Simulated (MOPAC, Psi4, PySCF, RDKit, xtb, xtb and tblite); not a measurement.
Two geometries of SMILES C(=O)(C)CS (C₃H₆OS), relaxed at GFN2-xTB with one dihedral held; other torsions can differ between them too.

Structure A

```
11

C      1.3838     0.4571     0.1884
C      0.3323    -0.2567    -0.6114
O      0.4003    -0.4475    -1.7975
C     -0.8672    -0.7127     0.1969
S     -1.8859     0.7601     0.6026
H      1.9144    -0.2723     0.7990
H      2.0919     0.9479    -0.4733
H      0.9240     1.1848     0.8530
H     -0.5623    -1.1314     1.1551
H     -1.4802    -1.4216    -0.3543
H     -2.6591     0.7163    -0.4777
```

Structure B

```
11

C      1.3758     0.4750     0.1837
C      0.3412    -0.2653    -0.6140
O      0.4274    -0.4832    -1.7939
C     -0.8630    -0.7179     0.1903
S     -1.8725     0.7621     0.6106
H      1.8980    -0.2337     0.8251
H      2.0933     0.9503    -0.4792
H      0.9009     1.2196     0.8187
H     -0.5575    -1.1566     1.1399
H     -1.4792    -1.4134    -0.3727
H     -2.8487     0.5473    -0.2641
```

Q: Which is lower in energy at the level DF-MP2 (frozen core)/cc-pVTZ // GFN2-xTB in Psi4, and by how much?

A: A is lower, by 3.68 kJ/mol (dihedral C2–C4–S5–H11: 90° in A, 105° in B).

E(B) − E(A) in kJ/mol at the other levels, on the same two geometries: GFN2-xTB (xtb and tblite) 3.08; MMFF94 // GFN2-xTB (RDKit) 3.29; PBE/def2-TZVP // GFN2-xTB (Psi4) 3.75; PBE-D3(BJ)/def2-TZVP // GFN2-xTB (Psi4) 3.83; HF/cc-pVTZ // GFN2-xTB (Psi4) 3.47; UFF // GFN2-xTB (RDKit) 2.56; PM3, restricted, heats of formation // GFN2-xTB (MOPAC) 1.31; PM7, restricted, heats of formation // GFN2-xTB (MOPAC) 1.87; GFN1-xTB // GFN2-xTB (xtb) 2.77; restricted B3LYP/6-31G*, spherical d // GFN2-xTB (PySCF) 3.34; restricted LDA (SVWN5)/6-31G*, spherical d // GFN2-xTB (PySCF) 3.94; restricted B3LYP/3-21G // GFN2-xTB (PySCF) 2.92; restricted B3LYP/6-311+G**, spherical d, density fitting // GFN2-xTB (PySCF) 3.32.
